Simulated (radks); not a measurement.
Spherical quantum dot in the effective-mass picture: electrons in a parabolic well V = omega^2 r^2 / 2 with omega = 1.83, all in effective atomic units (hartree* = m*/eps^2 hartree, bohr* = eps/m* bohr), one dielectric constant everywhere. Method: non-relativistic Kohn-Sham, r2SCAN, spin-polarised, spherical densities, generalised Kohn-Sham scheme; computed with a radial shooting solver with Libxc functionals. Levels are named by radial order and angular momentum (1s, 1p, 1d, 2s, ...), and open shells are averaged over m. Results are scaled to m* = 0.426 and eps = 13.7, for which hartree* = 61.76 meV and bohr* = 1.702 nm.

N = 6, configuration 1s2 1p(up 3, down 1). This is the lowest configuration that the search found. Occupied and some empty levels:

| level | occupation | eigenvalue (meV) | <r> (nm) |
|---|---|---|---|
| 1s up | 1 | 431.53 | 1.657 |
| 1s down | 1 | 438.86 | 1.638 |
| 1p up | 3 | 518.37 | 2.105 |
| 1p down | 1 | 528.73 | 2.111 |
| 1d up | 0 | 614.26 | 2.452 |
| 1d down | 0 | 625.14 | 2.468 |
| 2s up | 0 | 628.14 | 2.227 |
| 2s down | 0 | 634.89 | 2.238 |
| 1f up | 0 | 716.41 | 2.747 |
| 1f down | 0 | 726.82 | 2.774 |

Energy (meV): total 2162.83, kinetic 589.12, external 920.41, Hartree 867.91, exchange-correlation -214.62.
